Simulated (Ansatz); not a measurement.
A run for Ansatz (a first-principles code): U-B3LYP/aug-cc-pVTZ on BeFHO (SMILES [OH][Be][F]), a point of a bond scan (R = 1.288 Å).

Ansatz 0.2 input:
```yaml
crystal:
  periodic: [false, false, false]
  atoms:
    - {symbol: Be, position_ang: [0.02934244, 0.01481768, -0.02556009]}
    - {symbol: F, position_ang: [0.98280109, 0.52800817, -0.89505489]}
    - {symbol: O, position_ang: [-0.99864586, -0.46736623, 0.82454057]}
    - {symbol: H, position_ang: [-0.96458104, -1.28418122, 1.81931406]}
basis:
  gaussian:
    orbitals: aug-cc-pVTZ
hamiltonian:
  xc: {name: B3LYP}
magnetization: {spin_polarized: true, initial_magnetization: 0}
```

Program output:

```
WARN ansatz: RAYON_NUM_THREADS=1 ignored (pool sized by the plan → 1); use --threads N
Functional definition: B3LYP
integrals: 0.04 GiB planned
675 factors; their error is unknown
mean field: 0.64 GiB planned
mean field evaluation 1: about -5177.8082 eV, gradient 5.2e1 eV
mean field evaluation 2: about -5139.5171 eV, gradient 1.1e2 eV
mean field evaluation 4: about -5186.1259 eV, gradient 1.0e1 eV
mean field evaluation 8: about -5186.4062 eV, gradient 1.8e-2 eV
mean field evaluation 16: about -5186.3767 eV, gradient 1.9e-5 eV
mean field -5186.37666745 eV, -190.5958270763 hartree, gradient 1.9e-5 eV, S^2 0.000000; 0 other end points of the search recorded, 0 dependent functions left out
reference -5186.37689968 eV, -190.5958356107 hartree; 11, 11 occupied and 150, 150 virtual orbitals, 675 factors
Total energy: -5186.37689968 eV, -190.5958356107 hartree
```

The run converged.

Cost: about 6 core-seconds (a rough figure).
